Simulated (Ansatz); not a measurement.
Ideal-gas functions of `N=C1NB1F` at 600 K and 1 bar, from an Ansatz frequency run at PBE0-D4/def2-TZVP.

Molar mass 71.85 g/mol, point group Cs (symmetry number 1), electronic degeneracy 1, moments of inertia 28.585, 148.68, 177.264 u Å². Harmonic wavenumbers (cm⁻¹, unscaled): 244, 288, 543, 579, 613, 701, 799, 842, 1037, 1137, 1272, 1614, 1882, 3529, 3592.

Use S(trans) = R[1.5 ln M + 2.5 ln T − 1.1517]; rotational temperatures θ = 24.2544 K / I; S(rot) = R[ln(√π/σ · √(T³/θAθBθC)) + 1.5]; for each mode x = 1.438777 ν̃/T, S = R[x/(eˣ − 1) − ln(1 − e⁻ˣ)] and H = RT x/(eˣ − 1); 1 cm⁻¹ = 0.0119627 kJ/mol; R = 8.31446 J/(mol·K).

**Question.** By hand: the entropy, in J/(mol·K).

**Answer.** Translation 176.7. Rotation: θ = 0.8485, 0.1631, 0.1368 K, giving 113.5. Vibration, mode by mode: 12.89, 11.56, 6.68, 6.22, 5.82, 4.91, 4.07, 3.75, 2.60, 2.15, 1.66, 0.86, 0.51, 0.02, 0.01, in all 63.7. Electronic 0.0. Sum 353.9 J/(mol·K).

**Question.** By hand: H − E and G − E in kJ/mol, counted from the electronic energy.

**Answer.** Zero-point energy ½ × 18672 × 0.0119627 = 111.7; thermal vibration 22.7; translation, rotation and pV give 4 RT = 20.0. H − E = 154.4 kJ/mol, and G − E = 154.4 − 600 × 353.9/1000 = -57.9 kJ/mol.

Vibration gives 18 % of the entropy. The sum counts one conformer and one mirror image; others add a mixing term.
